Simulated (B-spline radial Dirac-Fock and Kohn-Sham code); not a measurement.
**Dy³⁺ 3d5/2: cross section and angular parameters**

System: dysprosium as Dy³⁺, [Xe] 4f9; threshold 1335.4 eV (orbital energy of the model). The computed values come from a radial atomic solver: Dirac-Hartree-Slater photoionisation with a Latter tail; cross sections with all multipoles, angular parameters from the dipole term and its interference with E2.

```csv
hν (eV),σ (kb),β,γ,δ
2000,337,1.018,-0.125,0.020
2490,?,?,?,?
3670,58.5,1.225,0.433,0.081
4690,27.1,1.196,0.713,0.108
5414.7,17.0,1.163,0.876,0.126
6000,12.1,1.134,0.992,0.141
6760,8.10,1.097,1.125,0.160
6950,7.38,1.088,1.155,0.164
7830,4.90,1.047,1.287,0.186
8047.8,4.45,1.037,1.317,0.192
12000,1.07,0.882,1.720,0.289
13600,0.677,0.831,1.837,0.328
```

Q: Give the values at 2490 eV.

A: σ = 184 kb, β = 1.163, γ = 0.035, δ = 0.045.
